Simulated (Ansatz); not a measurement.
strontium atom (Sr), singlet (core potentials on Sr); CASSCF(4,4)/def2-SVP (Ansatz, a program for electronic structure).

Here is a job for Ansatz.
Ansatz 0.2 input:
```yaml
crystal:
  periodic: [false, false, false]
  atoms:
    - {symbol: Sr, position_ang: [0.00000000, 0.00000000, 0.00000000]}
basis:
  gaussian:
    orbitals: def2-SVP
hamiltonian:
  xc: hf
magnetization: {spin_polarized: false}
correlation: {active_space: {window: {electrons: 4, orbitals: 4}}}
```

### Question
What does Ansatz print? Leave out banner, timings and long lists.

### Answer

```
Functional definition: HF
114 factors; integrals over basis functions are off by at most 1.8e-4 eV
mean field evaluation 1: about -825.5603 eV, gradient 6.1e-3 eV
mean field evaluation 2: about -825.5603 eV, gradient 6.1e-3 eV
mean field evaluation 4: about -825.5603 eV, gradient 2.4e-5 eV
mean field -825.56031778 eV, -30.3387820934 hartree, gradient 7.7e-7 eV, S^2 0.000000; 0 other end points of the search recorded, 0 dependent functions left out
reference -825.56031778 eV, -30.3387820934 hartree; 5, 5 occupied and 18, 18 virtual orbitals, 114 factors
state -826.02068049 eV, -30.3557001109 hartree
Total energy: -826.02068049 eV, -30.3557001109 hartree
```
